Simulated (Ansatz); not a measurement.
Ansatz results at the PBE0-D4/def2-TZVP geometry: HOMO–LUMO gap (B3LYP/def2-TZVPP) 5.40 eV; size of the dipole moment (PBE/def2-TZVPP) 0.09 D; HOMO energy (B3LYP/def2-TZVPP) -5.59 eV.

Each molecule was computed in one conformer, which needn't be the lowest.

**Question.** Which molecule gave them?
A. `C[O][Zr]([OH])([SeH])[O]C`
B. `C[O][Zr]([NH2])([Cl])[O]C`
C. `CC[N](C)[Zr]([OH])([OH])[N](C)CC`
D. `CC(C)(C)[NH][Zr]([F])([F])[F]`

**Answer.** C. The others give `C[O][Zr]([OH])([SeH])[O]C`: 5.56, 3.67, -6.21; `CC(C)(C)[NH][Zr]([F])([F])[F]`: 6.01, 3.03, -7.17; `C[O][Zr]([NH2])([Cl])[O]C`: 6.58, 3.58, -7.03.

B3LYP here is the variant with VWN-RPA as its local correlation; programs differ in this.
